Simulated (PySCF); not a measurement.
Species: C₅H₆FN.
Atom-mapped SMILES: `[CH3:1][n:2]1[cH:3][cH:4][c:5]([F:6])[cH:7]1` (hydrogens: H8, H9, H10 on C1; H11 on C3; H12 on C4; H13 on C7)

The same species was optimised twice, with GFN2-xTB and with PBE0-D3(BJ)/def2-SVP (PySCF), and the same property calculations (PySCF, gas phase) were run on both structures.

```
  coordinate  GFN2-xTB  PBE0-D3(BJ)/def2-SVP  change
   C5–F6 (Å)     1.345                 1.328  -0.017
   N2–C7 (Å)     1.360                 1.373  +0.013
   C3–C4 (Å)     1.371                 1.382  +0.011
   C4–C5 (Å)     1.404                 1.413  +0.009
   C5–C7 (Å)     1.370                 1.378  +0.008
   N2–C3 (Å)     1.356                 1.364  +0.008
   C1–N2 (Å)     1.436                 1.439  +0.003
C1–N2–C7 (°)     125.3                 124.8    -0.5
N2–C7–C5 (°)     107.2                 106.7    -0.5
C3–N2–C7 (°)     109.2                 109.6    +0.4
C4–C5–C7 (°)     108.8                 109.1    +0.3
C4–C5–F6 (°)     125.8                 125.5    -0.3
N2–C3–C4 (°)     109.3                 109.0    -0.3
C1–N2–C3 (°)     125.5                 125.6    +0.1
F6–C5–C7 (°)     125.4                 125.3    -0.1
```

Rotational constants: A = 7093, B = 2005, C = 1579 MHz (GFN2-xTB) against A = 6986, B = 2003, C = 1573 MHz (PBE0-D3(BJ)/def2-SVP).

On the GFN2-xTB structure: lowest singlet, TDDFT (eV) 6.02 [CAM-B3LYP/def2-SVPD]; lowest triplet, Tamm–Dancoff (eV) 4.32 [CAM-B3LYP/def2-SVPD]; isotropic polarisability (au) 64.0 [CAM-B3LYP/def2-SVPD]; HOMO (eV) -7.52 [CAM-B3LYP/def2-SVPD]; LUMO (eV) 1.19 [CAM-B3LYP/def2-SVPD]; dipole (D) 3.68 [CAM-B3LYP/def2-SVPD]; HOMO (eV) -6.18 [PBE0/pcSseg-1]; LUMO (eV) 0.78 [PBE0/pcSseg-1]; dipole (D) 3.67 [PBE0/pcSseg-1]; GIAO shielding of C1 (ppm) 149.6 [PBE0/pcSseg-1]; GIAO shielding of N2 (ppm) 108.0 [PBE0/pcSseg-1]; GIAO shielding of C3 (ppm) 67.1 [PBE0/pcSseg-1]; GIAO shielding of C4 (ppm) 83.0 [PBE0/pcSseg-1]; GIAO shielding of C5 (ppm) 25.4 [PBE0/pcSseg-1]; GIAO shielding of F6 (ppm) 347.2 [PBE0/pcSseg-1]; GIAO shielding of C7 (ppm) 77.8 [PBE0/pcSseg-1].

Question: What do these properties become on the PBE0-D3(BJ)/def2-SVP structure?

Answer: 
```
                                    property                level  on GFN2-xTB  on PBE0-D3(BJ)/def2-SVP  change
                  lowest singlet, TDDFT (eV)  CAM-B3LYP/def2-SVPD         6.02                     6.02    0.00
           lowest triplet, Tamm–Dancoff (eV)  CAM-B3LYP/def2-SVPD         4.32                     4.23   -0.09
               isotropic polarisability (au)  CAM-B3LYP/def2-SVPD         64.0                     65.1    +1.1
                                   HOMO (eV)  CAM-B3LYP/def2-SVPD        -7.52                    -7.51   +0.01
                                   LUMO (eV)  CAM-B3LYP/def2-SVPD         1.19                     1.19    0.00
                                  dipole (D)  CAM-B3LYP/def2-SVPD         3.68                     3.55   -0.13
energy, GFN2-xTB geometry as zero (kcal/mol)  CAM-B3LYP/def2-SVPD          0.0                     -0.7    -0.7
                                   HOMO (eV)        PBE0/pcSseg-1        -6.18                    -6.17   +0.01
                                   LUMO (eV)        PBE0/pcSseg-1         0.78                     0.74   -0.04
                                  dipole (D)        PBE0/pcSseg-1         3.67                     3.54   -0.13
energy, GFN2-xTB geometry as zero (kcal/mol)        PBE0/pcSseg-1          0.0                     -0.5    -0.5
                  GIAO shielding of C1 (ppm)        PBE0/pcSseg-1        149.6                    147.3    -2.3
                  GIAO shielding of N2 (ppm)        PBE0/pcSseg-1        108.0                    103.6    -4.4
                  GIAO shielding of C3 (ppm)        PBE0/pcSseg-1         67.1                     62.7    -4.4
                  GIAO shielding of C4 (ppm)        PBE0/pcSseg-1         83.0                     83.0     0.0
                  GIAO shielding of C5 (ppm)        PBE0/pcSseg-1         25.4                     23.5    -1.9
                  GIAO shielding of F6 (ppm)        PBE0/pcSseg-1        347.2                    343.8    -3.4
                  GIAO shielding of C7 (ppm)        PBE0/pcSseg-1         77.8                     76.8    -1.0
```

The heavy atoms differ by 0.010 Å rms after alignment. Among the bonds compared C5–F6 changes most (-0.017 Å). Changes are differences of the printed values. Neither structure is proved a minimum here.
